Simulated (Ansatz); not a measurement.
Geometry optimisation, Ansatz, RKS PBE/def2-SVP.

input.yaml

```yaml
crystal:
  periodic: [false, false, false]
  atoms:
    - { symbol: S, position_ang: [-0.57188, -1.56573, 0.3114] }
    - { symbol: O, position_ang: [-1.14252, -0.04062, 0.37529] }
    - { symbol: Sb, position_ang: [0.10393, 1.57383, 0.28441] }
    - { symbol: H, position_ang: [-0.58613, -1.72648, -1.02749] }
    - { symbol: H, position_ang: [-1.03916, 2.4823, -0.61054] }
    - { symbol: H, position_ang: [-0.57217, 2.27364, 1.67941] }
basis:
  gaussian: { orbitals: def2-SVP }
hamiltonian:
  xc: pbe
relax:
  f_tol: 0.015
  max_steps: 40
```

Run as:

```bash
$ ansatz run input.yaml --threads 1 --pin off --max-ram 2048MiB --backend cpu --events-out ev --progress --plain --runs-dir out
```

**Question.** Where does it end, and by what steps?

**Answer.** The forces met the threshold. After 14 steps the energy has fallen by 0.112 eV; O2 moved furthest, 0.51 Å.

| step | energy less start (eV) | largest force component (eV/Å) | accepted |
| --- | --- | --- | --- |
| 0 | 0.0000 | 1.126 | yes |
| 1 | -0.0523 | 0.748 | yes |
| 2 | -0.0868 | 0.366 | yes |
| 3 | -0.0931 | 0.072 | yes |
| 4 | -0.0940 | 0.048 | yes |
| 5 | -0.0945 | 0.058 | yes |
| 6 | -0.0964 | 0.092 | yes |
| 7 | -0.0987 | 0.210 | yes |
| 8 | -0.1013 | 0.116 | yes |
| 9 | -0.0964 | 0.472 | no |
| 10 | -0.1067 | 0.030 | yes |
| 11 | -0.1089 | 0.214 | yes |
| 12 | -0.1092 | 0.072 | yes |
| 13 | -0.1118 | 0.015 | yes |
| 14 | -0.1119 | 0.006 | yes |

```xyz
6
Properties=species:S:1:pos:R:3
S -0.735 -1.435 0.453
O -1.350 0.048 -0.082
Sb 0.022 1.595 0.058
H -0.263 -1.931 -0.742
H -1.184 2.763 -0.410
H -0.299 1.957 1.735
```

Whether the end is a true minimum wasn't checked by a vibrational analysis.

Time of the run: 53 s on 1 thread of Intel(R) Xeon(R) Platinum 8259CL CPU @ 2.50GHz (Skylake/Cascade Lake), on a shared host, peak memory 0.15 GiB.
